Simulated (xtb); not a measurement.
C₂H₁₂OSi₃, SMILES CO[Si@@H]([SiH3])C[SiH3]. All values are semi-empirical tight-binding results from xtb (GFN2-xTB unless named), good for trends rather than for accurate numbers. The structure is a stationary point at GFN2-xTB. The structure was generated by enumeration; whether it is a known compound was not checked. Other conformers were not sampled.

Optimised geometry:

Bonds (Å): C1–O2 1.394, C1–H7 1.091, C1–H8 1.093, C1–H9 1.093, O2–Si3 1.634, Si3–Si4 2.293, Si3–C5 1.911, Si3–H10 1.480, Si4–H11 1.466, Si4–H12 1.469, Si4–H13 1.467, C5–Si6 1.897, C5–H14 1.092, C5–H15 1.092, Si6–H16 1.464, Si6–H17 1.464, Si6–H18 1.468. Bond angles (°): O2–C1–H7 108.2, O2–C1–H8 110.9, O2–C1–H9 110.8, H7–C1–H8 109.2, H7–C1–H9 109.2, H8–C1–H9 108.6, C1–O2–Si3 128.7, O2–Si3–Si4 100.2, O2–Si3–C5 111.7, O2–Si3–H10 108.5, Si4–Si3–C5 114.9, Si4–Si3–H10 117.0, C5–Si3–H10 104.6, Si3–Si4–H11 115.3, Si3–Si4–H12 114.5, Si3–Si4–H13 109.1, H11–Si4–H12 105.6, H11–Si4–H13 105.9, H12–Si4–H13 105.7, Si3–C5–Si6 115.3, Si3–C5–H14 109.7, Si3–C5–H15 108.7, Si6–C5–H14 108.6, Si6–C5–H15 108.4, H14–C5–H15 105.8, C5–Si6–H16 110.1, C5–Si6–H17 109.3, C5–Si6–H18 109.4, H16–Si6–H17 109.8, H16–Si6–H18 108.6, H17–Si6–H18 109.6.

```json
{
 "orbital_gap": "4.44 eV",
 "dipole_moment": "2.01 D",
 "zero_point_energy": "77.8 kcal/mol",
 "G − E(el) at 298.15 K (modified RRHO)": "53.6 kcal/mol",
 "static polarisability (D4 model)": "117.0 bohr³",
 "solvation energy, GFN2-xTB/ALPB(water)": "0.0 kcal/mol",
 "solvation energy, GFN2-xTB/ALPB(octanol)": "-4.2 kcal/mol"
}
```

Computed atomic charges and the Wiberg bond orders between heavy atoms:
charges (e) C1 0.05, O2 -0.40, Si3 0.45, Si4 0.37, C5 -0.26, Si6 0.44, H7 0.04, H8 0.03, H9 0.03, H10 -0.11, H11 -0.10, H12 -0.10, H13 -0.14, H14 0.01, H15 0.01, H16 -0.11, H17 -0.12, H18 -0.10. Bond orders C1–O2 1.00, O2–Si3 1.13, Si3–Si4 0.81, Si3–C5 0.90, C5–Si6 0.92.
